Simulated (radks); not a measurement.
Values are calculated unless marked as measured or tabulated.
Effect of the nuclear size on the praseodymium ion Pr3+, [Xe] 4f2. Code: a radial shooting solver on a logarithmic mesh with Libxc functionals. Model: Dirac Kohn-Sham, exchange-only LDA, spin-unpolarised, spherical densities, finite nucleus; open shells fill j = l - 1/2 first; Fermi nuclear charge, rms radius 4.8919 fm. The rms radius is varied about that value; shifts are against it.

rms radius (fm),total energy shift (eV),density at nucleus (e/bohr^3),1s1/2 shift (meV),2s1/2 shift (meV),4p1/2 shift (meV),5s1/2 shift (meV),5p1/2 shift (meV),4f5/2 shift (meV),6s1/2 (empty) shift (meV)
4.0896,-3.51,4.315e+05,-1460,-180,0.426,-1.47,0.108,0.275,-0.299
4.4027,-2.20,4.247e+05,-913,-113,0.267,-0.922,0.068,0.172,-0.187
4.8919,0,4.152e+05,0.000,0.000,0.000,0.000,0.000,0.000,0.000
5.3077,2.01,4.08e+05,835,103,-0.244,0.843,-0.062,-0.157,0.171
5.7431,4.25,4.011e+05,1770,218,-0.516,1.78,-0.131,-0.333,0.362

Slopes of the eigenvalues against <r^2> in GHz/fm^2, as finite differences over the two radii next to the reference (eigenvalue slopes, not the field-shift constants of lines): 1s1/2 48100, 2s1/2 5930, 4p1/2 -14.1, 5s1/2 48.6, 5p1/2 -3.58, 4f5/2 -9.07, 6s1/2 (empty) 9.86.
